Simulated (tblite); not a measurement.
Record of a relaxation.

Compound: C₆H₁₁OP.
Atom-mapped SMILES: `[CH3:1]/[CH:2]=[CH:3]/[P:4]([CH3:5])[C:6]([CH3:7])=[O:8]` (hydrogens: H9, H10, H11 on C1; H12 on C2; H13 on C3; H14, H15, H16 on C5; H17, H18, H19 on C7)

Computed with GFN2-xTB (tblite), gas phase: L-BFGS steps from a force-field or distance-geometry start until the largest atomic force falls under 0.01 eV/Å. 9 of its 199 geometries are shown.

Step 0: E = -679.8125 eV, largest atomic force 1.602 eV/Å
```
atom  x, y, z in Å  |  force x, y, z in eV/Å
C1      3.322    0.367   -0.395   -0.295   0.162  -0.031
C2      2.069   -0.193    0.209    0.391  -0.272   0.376
C3      0.845    0.173   -0.130   -0.672   0.024  -0.012
P4     -0.627   -0.601    0.694    1.162  -0.538   0.963
C5     -0.986   -1.910   -0.545   -0.167  -0.085  -0.911
C6     -1.946    0.604    0.244   -0.120   0.508  -1.311
C7     -2.654    1.329    1.345   -0.374  -0.081  -0.055
O8     -2.158    0.777   -0.940   -0.231   0.124   0.625
H9      3.934    0.837    0.380   -0.048  -0.143  -0.096
H10     3.088    1.120   -1.154    0.024  -0.154   0.143
H11     3.895   -0.431   -0.862    0.085  -0.004   0.045
H12     2.225   -0.955    0.989   -0.129   0.398  -0.388
H13     0.679    0.932   -0.893   -0.103  -0.132   0.116
H14    -0.994   -1.515   -1.576   -0.011   0.021   0.372
H15    -1.960   -2.359   -0.348    0.037   0.062   0.119
H16    -0.229   -2.694   -0.493    0.019   0.141   0.165
H17    -3.413    1.989    0.923    0.029   0.000  -0.005
H18    -1.948    1.928    1.919    0.069  -0.187   0.036
H19    -3.151    0.611    2.014    0.335   0.154  -0.150
```

Step 25: E = -679.9605 eV, largest atomic force 0.051 eV/Å
```
atom  x, y, z in Å  |  force x, y, z in eV/Å
C1      3.257    0.373   -0.395    0.033   0.011  -0.027
C2      2.037   -0.173    0.262    0.035   0.019   0.008
C3      0.794    0.145   -0.072    0.019  -0.005   0.028
P4     -0.618   -0.648    0.766    0.007  -0.035   0.025
C5     -0.986   -1.897   -0.550   -0.014  -0.018  -0.005
C6     -1.893    0.614    0.177   -0.015   0.024   0.009
C7     -2.602    1.310    1.293   -0.010   0.026   0.021
O8     -2.074    0.818   -0.993   -0.003  -0.003   0.013
H9      3.908    0.845    0.340   -0.023   0.020   0.029
H10     2.995    1.100   -1.158    0.003   0.030  -0.022
H11     3.826   -0.432   -0.857    0.001  -0.033  -0.017
H12     2.211   -0.886    1.058   -0.005  -0.001   0.018
H13     0.579    0.861   -0.856   -0.017  -0.048   0.000
H14    -1.030   -1.405   -1.519    0.002  -0.011  -0.042
H15    -1.941   -2.369   -0.330   -0.034  -0.026   0.004
H16    -0.206   -2.655   -0.539    0.032   0.007  -0.024
H17    -3.360    1.996    0.922    0.002   0.038   0.005
H18    -1.857    1.844    1.883   -0.001   0.039   0.000
H19    -3.051    0.566    1.949   -0.012  -0.032  -0.024
```

Step 50: E = -679.9730 eV, largest atomic force 0.048 eV/Å
```
atom  x, y, z in Å  |  force x, y, z in eV/Å
C1      3.231    0.399   -0.386    0.008   0.004   0.016
C2      2.037   -0.153    0.317   -0.003   0.001  -0.017
C3      0.786    0.058   -0.066    0.010   0.009  -0.017
P4     -0.637   -0.715    0.770    0.008   0.011  -0.004
C5     -1.007   -1.916   -0.591   -0.014  -0.015   0.001
C6     -1.864    0.613    0.200   -0.030   0.020   0.020
C7     -2.564    1.337    1.307    0.001   0.008   0.001
O8     -2.020    0.838   -0.970   -0.010  -0.006   0.011
H9      3.878    0.914    0.322    0.012   0.016   0.013
H10     2.936    1.095   -1.168   -0.007  -0.015   0.000
H11     3.812   -0.406   -0.835   -0.013  -0.012   0.021
H12     2.236   -0.773    1.184    0.012   0.037  -0.007
H13     0.556    0.661   -0.938    0.004   0.012   0.014
H14    -1.122   -1.377   -1.531   -0.008  -0.027   0.002
H15    -1.920   -2.459   -0.355   -0.004  -0.006  -0.012
H16    -0.178   -2.619   -0.658   -0.028   0.002  -0.009
H17    -3.270    2.069    0.917    0.033  -0.007   0.008
H18    -1.815    1.830    1.927   -0.011  -0.027  -0.013
H19    -3.083    0.613    1.935    0.040  -0.004  -0.027
```

Step 74: E = -679.9926 eV, largest atomic force 0.068 eV/Å
```
atom  x, y, z in Å  |  force x, y, z in eV/Å
C1      3.214    0.504   -0.298   -0.002   0.006   0.024
C2      1.984    0.004    0.383   -0.001  -0.016  -0.010
C3      0.787   -0.075   -0.183   -0.043  -0.006   0.000
P4     -0.645   -0.815    0.670   -0.010  -0.018  -0.010
C5     -1.137   -1.973   -0.689    0.005  -0.014  -0.018
C6     -1.843    0.573    0.185    0.025   0.025   0.030
C7     -2.377    1.337    1.353    0.007   0.006   0.010
O8     -2.118    0.787   -0.964   -0.005  -0.012  -0.029
H9      3.762    1.187    0.348   -0.029   0.055   0.028
H10     2.976    1.006   -1.232   -0.018  -0.015  -0.019
H11     3.877   -0.335   -0.511    0.006  -0.026  -0.022
H12     2.119   -0.338    1.401   -0.017  -0.017  -0.005
H13     0.614    0.257   -1.201    0.004   0.010  -0.001
H14    -1.411   -1.404   -1.577    0.024   0.004  -0.003
H15    -1.988   -2.565   -0.355    0.020   0.004  -0.012
H16    -0.305   -2.639   -0.911   -0.012   0.001   0.026
H17    -2.909    2.235    1.045    0.017  -0.003  -0.021
H18    -1.553    1.581    2.021    0.011   0.024   0.027
H19    -3.057    0.680    1.897    0.019  -0.007   0.004
```

Step 99: E = -680.0268 eV, largest atomic force 0.114 eV/Å
```
atom  x, y, z in Å  |  force x, y, z in eV/Å
C1      3.064    0.650   -0.196   -0.001  -0.061   0.006
C2      1.852    0.044    0.420   -0.021  -0.032   0.000
C3      0.730   -0.230   -0.230   -0.002   0.016   0.029
P4     -0.707   -0.997    0.585   -0.039  -0.011  -0.012
C5     -1.228   -2.058   -0.832   -0.014  -0.028  -0.004
C6     -1.802    0.494    0.198    0.017   0.030  -0.082
C7     -2.046    1.367    1.389    0.016   0.024  -0.009
O8     -2.225    0.700   -0.909   -0.002  -0.049   0.103
H9      3.262    1.625    0.247    0.013   0.032   0.006
H10     2.948    0.764   -1.271   -0.002   0.018   0.011
H11     3.922    0.013    0.009    0.085   0.022  -0.044
H12     1.935   -0.199    1.472   -0.040   0.040   0.018
H13     0.617   -0.017   -1.288    0.013   0.018   0.023
H14    -1.409   -1.445   -1.715   -0.009  -0.011   0.025
H15    -2.136   -2.590   -0.555   -0.036   0.003  -0.029
H16    -0.444   -2.788   -1.027    0.019   0.004  -0.021
H17    -2.398    2.354    1.099   -0.036   0.024  -0.034
H18    -1.137    1.444    1.983    0.016  -0.038   0.002
H19    -2.807    0.879    2.000    0.024   0.000   0.012
```

Step 124: E = -680.0584 eV, largest atomic force 0.059 eV/Å
```
atom  x, y, z in Å  |  force x, y, z in eV/Å
C1      2.899    0.781   -0.076   -0.012  -0.024  -0.016
C2      1.711    0.099    0.510   -0.049   0.000  -0.006
C3      0.715   -0.398   -0.210   -0.006   0.037   0.015
P4     -0.776   -1.160    0.504   -0.006  -0.045   0.012
C5     -1.318   -2.094   -0.989    0.015  -0.023   0.027
C6     -1.816    0.380    0.247   -0.018  -0.056   0.001
C7     -1.664    1.382    1.351   -0.025  -0.001  -0.024
O8     -2.565    0.494   -0.686    0.021  -0.002  -0.005
H9      2.879    1.839    0.181    0.021   0.041   0.031
H10     2.901    0.690   -1.159    0.031  -0.005  -0.004
H11     3.819    0.361    0.326    0.027  -0.018  -0.006
H12     1.683    0.037    1.591   -0.010   0.021   0.004
H13     0.742   -0.365   -1.293    0.019   0.029  -0.037
H14    -1.466   -1.416   -1.829   -0.021  -0.011   0.022
H15    -2.252   -2.604   -0.761   -0.024   0.009  -0.033
H16    -0.560   -2.840   -1.226    0.000  -0.003  -0.018
H17    -1.883    2.389    1.002    0.030  -0.003   0.010
H18    -0.666    1.317    1.781   -0.030   0.040  -0.001
H19    -2.393    1.116    2.118    0.039   0.016   0.029
```

Step 148: E = -680.0660 eV, largest atomic force 0.065 eV/Å
```
atom  x, y, z in Å  |  force x, y, z in eV/Å
C1      2.908    0.783   -0.058   -0.010   0.022   0.012
C2      1.689    0.134    0.502    0.051   0.007   0.032
C3      0.708   -0.377   -0.228   -0.027  -0.016  -0.009
P4     -0.764   -1.175    0.495   -0.024  -0.004  -0.016
C5     -1.324   -2.100   -0.998    0.021  -0.010   0.002
C6     -1.842    0.341    0.275   -0.042   0.024  -0.042
C7     -1.646    1.384    1.335   -0.016   0.007   0.003
O8     -2.644    0.418   -0.619    0.036   0.003   0.054
H9      2.955    1.828    0.254    0.003  -0.022   0.004
H10     2.914    0.742   -1.144   -0.015  -0.001  -0.006
H11     3.801    0.287    0.320    0.009   0.004   0.005
H12     1.636    0.089    1.583    0.002  -0.001  -0.010
H13     0.756   -0.359   -1.312   -0.010  -0.004  -0.007
H14    -1.484   -1.410   -1.825   -0.008  -0.013  -0.002
H15    -2.258   -2.614   -0.774    0.017   0.027   0.014
H16    -0.568   -2.840   -1.255   -0.004   0.005  -0.008
H17    -1.897    2.375    0.962   -0.011  -0.018  -0.011
H18    -0.626    1.361    1.711   -0.003  -0.012  -0.004
H19    -2.323    1.142    2.156    0.030   0.002  -0.010
```

Step 173: E = -680.0715 eV, largest atomic force 0.015 eV/Å
```
atom  x, y, z in Å  |  force x, y, z in eV/Å
C1      2.933    0.761   -0.033    0.002   0.002  -0.001
C2      1.721    0.091    0.517   -0.005   0.009  -0.002
C3      0.694   -0.323   -0.215    0.013  -0.003   0.007
P4     -0.761   -1.153    0.499   -0.004  -0.003  -0.008
C5     -1.294   -2.095   -0.993    0.000   0.000   0.001
C6     -1.915    0.305    0.298    0.014  -0.002  -0.005
C7     -1.666    1.422    1.268    0.001  -0.002   0.004
O8     -2.813    0.285   -0.502   -0.002   0.003  -0.004
H9      3.045    1.755    0.401   -0.005  -0.006  -0.004
H10     2.873    0.853   -1.115    0.002   0.008   0.008
H11     3.824    0.190    0.225   -0.002  -0.002   0.001
H12     1.708   -0.053    1.591    0.001  -0.004  -0.002
H13     0.699   -0.204   -1.293   -0.004  -0.002  -0.001
H14    -1.410   -1.427   -1.846   -0.007  -0.001   0.009
H15    -2.248   -2.575   -0.783   -0.001   0.004   0.000
H16    -0.551   -2.862   -1.209    0.000   0.000   0.001
H17    -2.099    2.353    0.909   -0.003  -0.007   0.001
H18    -0.599    1.535    1.451   -0.010   0.001   0.001
H19    -2.148    1.151    2.208    0.012   0.005  -0.005
```

Step 198: E = -680.0723 eV, largest atomic force 0.010 eV/Å
```
atom  x, y, z in Å  |  force x, y, z in eV/Å
C1      2.928    0.766   -0.016   -0.005  -0.005  -0.002
C2      1.718    0.083    0.522    0.002  -0.005   0.000
C3      0.694   -0.327   -0.215    0.003  -0.005  -0.001
P4     -0.763   -1.157    0.498   -0.005  -0.002  -0.008
C5     -1.302   -2.103   -0.989   -0.001   0.003   0.001
C6     -1.911    0.305    0.291   -0.005  -0.001  -0.007
C7     -1.654    1.431    1.247    0.002   0.001   0.004
O8     -2.813    0.281   -0.505    0.003  -0.002   0.003
H9      3.050    1.742    0.455    0.000   0.001  -0.004
H10     2.856    0.900   -1.093    0.001   0.002   0.004
H11     3.819    0.181    0.209   -0.002  -0.001   0.004
H12     1.704   -0.078    1.593    0.004   0.007  -0.002
H13     0.695   -0.198   -1.292   -0.001   0.003   0.001
H14    -1.433   -1.438   -1.841    0.003   0.006   0.004
H15    -2.252   -2.588   -0.769    0.001   0.000   0.003
H16    -0.557   -2.866   -1.211    0.000   0.000   0.001
H17    -2.158    2.339    0.923    0.000   0.000   0.000
H18    -0.584    1.600    1.353   -0.003   0.000  -0.003
H19    -2.047    1.134    2.220    0.001  -0.002   0.002
```

Q: Summarise the path.

A: The energy falls by 25.07 kJ/mol from step 0 to step 198; nine tenths of that is first reached at step 116. It rises by more than 0.2 meV at steps 88 and 97. The largest force goes from 1.602 to 0.010 eV/Å. Among the bonds C3–P4 changes most, from 1.856 to 1.822 Å; the atoms move by 0.933 Å rms after alignment.
